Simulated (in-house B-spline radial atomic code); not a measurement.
# Removing one electron from Ga⁺

Closed shell [Ar] 3d10 4s2. Computed with an all-electron radial atomic-structure program (B-spline basis): Koopmans values of Dirac-Hartree-Fock plus a diagonal self-energy, in second order or with its direct term screened (direct RPA, with the hole-particle interaction, or full time-dependent Hartree-Fock), linearised in energy; no-pair Dirac-Coulomb Hamiltonian, finite nucleus. Shifts add to the Koopmans value (the ΔSCF shift is orbital relaxation alone); the final value takes TDHF screening with Breit and QED.

Command:
```bash
python run_mb.py task.json out
```
Settings (nuclear radius in fm, box in bohr, cutoff in hartree):
```
basis_form          2
Z                   31
core_configuration  [Ar] 3d10 4s2
rms_radius          3.9973
mass_number         69
speed_of_light      137.036
box_radius          21.062
lmax                7
intervals           65
virtual_cutoff      3844.0
```

Run time, properties included: 20 s on 1 thread of Arm Neoverse V2 (shared host).

Energies in eV:

```
subshell  Koopmans  ΔSCF shift  second order  direct RPA  hole-particle  TDHF  Breit + QED  final
   4s1/2    19.038      -0.273             ?           ?              ?     ?            ?      ?
```

**Question.** What does the self-energy do to 4s1/2?

**Answer.** It shifts the removal energy by 1.323 eV in second order, 0.709 with direct RPA, 0.743 with the hole-particle term and 0.946 with TDHF screening (quasi-particle weight 0.953); Breit and QED add -0.012 eV. The final value is 19.971 eV, against 20.515 eV (NIST, measured). The mixing of s² with p² in the ground state is caught to low order only, which falls short in light ions.
